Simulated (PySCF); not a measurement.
# RuF₃: from structure and modes to constants

These are results of UPBE0/[Ru def2-TZVP with ECP28, F def2-TZVP], scalar-relativistic core potentials, density fitting, no spin–orbit coupling, PySCF, not measurements.

The doublet minimum has D3h symmetry. Masses (u): Ru 101.90435, F 18.99840.

```xyz
4
charge 0 multiplicity 2, angstrom
Ru    0.0000    0.0000    0.0000
F     1.8158    0.0000    0.0000
F    -0.9079    1.5725    0.0000
F    -0.9079   -1.5725    0.0000
```

Harmonic wavenumbers (cm⁻¹): 124.0 (×1), 131.1 (×2), 623.8 (×1), 706.3 (×2).

Question: Find the principal moments of inertia and the rotational constants. What kind of rotor is it?

Answer: About the centre of mass I = 93.961, 93.961, 187.92 u Å². With B = 16.8576/I this gives 0.1794, 0.1794, 0.08971 cm⁻¹. The molecule is an oblate symmetric top.

Question: What is the harmonic zero-point energy?

Answer: Half the sum of all 6 wavenumbers, 2423/2 = 1211 cm⁻¹, which is 14.5 kJ/mol (1 cm⁻¹ = 0.0119627 kJ/mol).

Question: Find the vibrational entropy and heat capacity at 298.15 K.

Answer: With u = 1.43878 ω/T, each mode gives S = R[u/(eᵘ−1) − ln(1−e⁻ᵘ)] and C = R u² eᵘ/(eᵘ−1)².
```json
{"ω (cm⁻¹)": "124.0", "u": "0.598", "S (J/(mol K))": "12.71", "C (J/(mol K))": "8.07"}
{"ω (cm⁻¹)": "131.1 (×2)", "u": "0.633", "S (J/(mol K))": "12.26", "C (J/(mol K))": "8.04"}
{"ω (cm⁻¹)": "623.8", "u": "3.010", "S (J/(mol K))": "1.72", "C (J/(mol K))": "4.11"}
{"ω (cm⁻¹)": "706.3 (×2)", "u": "3.409", "S (J/(mol K))": "1.25", "C (J/(mol K))": "3.42"}
```
The sums over all modes are S = 41.4 and C = 35.1 J/(mol K); the softest mode gives 31 % of the entropy (each member, where degenerate).

Question: Give the standard entropy (298.15 K, 1 bar) by its translational, rotational, vibrational and spin parts, and Cp.

Answer: Sackur–Tetrode with M = 158.90 u gives 172.1; rotation with symmetry number 6 gives 93.2; vibration 41.4; spin R ln 2 = 5.8. The total is 312.4 J/(mol K), and Cp = 4 R + 35.1 = 68.4 J/(mol K).

The spin densities have lower symmetry than the nuclear frame, so modes carry no symmetry labels and degenerate sets may split. Other isomers or separated fragments may lie lower. Open d and f shells are described by one determinant, and the ground state may have another occupation or spin.
